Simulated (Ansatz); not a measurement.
C2H4ClFSi, SMILES C=C[Si@H](F)Cl.

The structure is a stationary point at B3LYP-D3(BJ)/def2-SVP. The structure was generated by enumeration; whether it is a known compound was not checked. Other conformers were not sampled.

Two levels are set side by side: PBE/def2-SVPD (Ansatz, a program for electronic structure) and CAM-B3LYP/def2-SVPD (Ansatz). Energy differences of separate SCF runs at the same geometry; the states with an electron removed or added have multiplicity 2 and 2. Differences are taken from unrounded values.

| quantity | CAM-B3LYP | PBE | PBE minus CAM-B3LYP |
|---|---|---|---|
| vertical ionisation energy (eV) | 10.85 | 10.46 | -0.39 |
| vertical singlet–triplet gap (eV) | 4.18 | 4.25 | 0.08 |
